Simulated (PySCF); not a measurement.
A rate constant, worked out

An elementary step of BHSBrF, singlet (BHSBrF ([F][B]([SH])[Br]) → BSF + HBr; B–Br, S–H broken or loosened, Br–H formed or tightened). The start structure is the reactant molecule, and the electronic barrier above it is 2.069 eV by CCSD(T) at an estimated basis limit (MP2 extrapolated from triple and quadruple zeta, plus CCSD(T) − MP2 in triple zeta). Program: PySCF 2.14 with density fitting (its default auxiliary sets; JK sets also for MP2 and CCSD(T)). Basis: def2-TZVPP and def2-QZVPP. Cores are frozen in the correlated methods. Filled d shells of the heavier atoms are correlated. The def2 sets are not built for correlating such inner shells, so the correlated values are less sure here. Extrapolation: Hartree–Fock as exp(−7.88 √X), correlation as X^−2.97. Harmonic wavenumbers (analytic Hessian with the translational sum rule) at PBE0-D4/def2-TZVP (PySCF 2.14 with density fitting (its default auxiliary sets; JK sets also for MP2 and CCSD(T))), in cm⁻¹:

Start: 210, 309, 371, 462, 495, 809, 984, 1326, 2733.

Saddle: 721i, 187, 276, 403, 450, 526, 741, 1302, 1583.

Work out the transition-state-theory rate constant at 800 K from these numbers alone (harmonic vibrations; rotation, path degeneracy and anharmonicity left out), and the Wigner tunnelling factor. Use 1 cm⁻¹ = 1.2398 × 10⁻⁴ eV and k_B = 8.617 × 10⁻⁵ eV/K.

Zero-point energies, half the sums: start 7699/2 cm⁻¹ = 0.4773 eV; saddle, real modes only, 5468/2 cm⁻¹ = 0.3390 eV.
Barrier with zero-point energy: 2.069 + 0.3390 − 0.4773 = 1.9307 eV.
k_BT = 0.06894 eV, so the barrier is 28.01 k_BT.
Vibrational partition functions from the zero-point level, ln q = −Σ ln(1 − exp(−hν/k_BT)): start 4.386, saddle 4.402.
k = (k_BT/h) exp(ln q‡ − ln q) exp(−E0/k_BT), with log₁₀(k_BT/h in s⁻¹) = 13.22: log₁₀ k = 13.22 + (0.016 − 28.01)/2.3026 = 1.06, so k ≈ 1 × 10^(1) s⁻¹.
Wigner factor: 1 + (hν‡/k_BT)²/24 = 1 + (1.30)²/24 = 1.07. A change of 1 kcal/mol (0.043 eV) in the barrier would change k by a factor of 1.9 at this temperature.

T1 diagnostic: at most 0.014.

Labels in which every atom is bracketed show which atoms are joined, not bond orders.

For scale, one of the runs: CCSD(T)/def2-TZVPP, 166 basis functions, launched by `OMP_NUM_THREADS=4 python run.py`. Hardware: 4 CPU threads of a Oxide Virtual Turin-like, shared host. Wall time 2.7 min; peak host memory 1.8 GiB.
